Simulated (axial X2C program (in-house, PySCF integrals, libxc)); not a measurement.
# Low determinants of HfS at the PBE0 level, two-component

All values were computed with an in-house relativistic program for diatomic molecules. Two-component (2c) means X2C with spin–orbit coupling and atomic mean-field two-electron Coulomb and Gaunt terms. Basis: Hf dyall-cv3z [13s14p9d7f4g], S dyall-av3z [9s8p3d2f] (cores contracted in-house); Gaussian nuclei, density fitting, unrestricted open shells. Masses: Hf 179.947 u, S 31.972 u.

Search at 2.153 Å (vertical energies from the lowest determinant):

```
ΔE (eV)  state  electrons beyond evenly filled partner blocks  electrons in ±ω = 1/2, 3/2, 5/2, 7/2
   0.00  Ω = 0                                           none                             54 24 8 2
   0.53  Ω = 1                              ω = -1/2, ω = 3/2                             53 25 8 2
   0.85  Ω = 3                               ω = 1/2, ω = 5/2                             53 24 9 2
   1.14  Ω = 2                               ω = 1/2, ω = 3/2                             53 25 8 2
   1.50  Ω = 2                              ω = -1/2, ω = 5/2                             53 24 9 2
   1.70  Ω = 1                                    2 × ω = 1/2                             54 24 8 2
   2.58  Ω = 1                              ω = -3/2, ω = 5/2                             52 25 9 2
```

Lowest determinant, Ω = 0 (closed shell): Re = 2.151 Å, ωe = 541.4 cm⁻¹.

The determinant in row 2 of the search, Ω = 1 (⟨Sz⟩ = -0.99, ⟨Lz⟩ = 1.99 at PBE0), was followed along the bond at PBE0; measured from the minimum of the lowest determinant it gives:

Te = 0.523 eV (4218 cm⁻¹), Re = 2.183 Å, ωe = 509.0 cm⁻¹.

Task: Compare the bond of the determinant in row 2 with that of the lowest one.

Result: At PBE0 its Re is 0.032 Å longer and its force constant, which goes as ωe², is 0.88 times that of the lowest determinant. T0 ≈ Te + Δωe/2 = 4218 + (-16) = 4202 cm⁻¹.

The search compares states at one distance, so a state with another bond length can lie lower; it is not exhaustive and yields mostly the lowest determinant of each block pattern, so other components and higher states of one pattern are missing. These are energies of single determinants, not of spin-adapted states; PBE0 term energies can be off by some tenths of an eV, and the functional has no current term. Open-shell Ω = 0 determinants with evenly filled partner blocks cannot be reached by this program, so the Ω shown need not be the lowest component.
